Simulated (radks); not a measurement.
These are the eigenvalues of the occupied orbitals of an atom or ion with whole-number occupations (hartree). Method: Dirac Kohn-Sham, PBEsol, spin-unpolarised, spherical densities, finite nucleus; Fermi nuclear charge, rms radius of each element as measured or else 0.836 A^(1/3) + 0.57 fm; computed with a radial shooting solver on a logarithmic mesh with Libxc functionals.

| orbital | eigenvalue |
|---|---|
| 1s1/2 | -26.01519 |
| 2s1/2 | -2.48941 |
| 2p1/2 | -1.79778 |
| 2p3/2 | -1.79460 |

Which element is it, and in what charge state? The configuration may be excited. Open shells, if any, fill j = l - 1/2 first.

Answer. Z = 9, fluorine, charge +2: F2+ in [He] 2s2 2p3. The list shows which subshells hold electrons but not how many an open one holds; the 1s level, -26.015 hartree, gives Z - s = 7.2 by -(Z - s)^2/2, which with screening and relativity narrows Z to a few neighbours, and the depths of the outer levels then fix element, charge and occupations together.
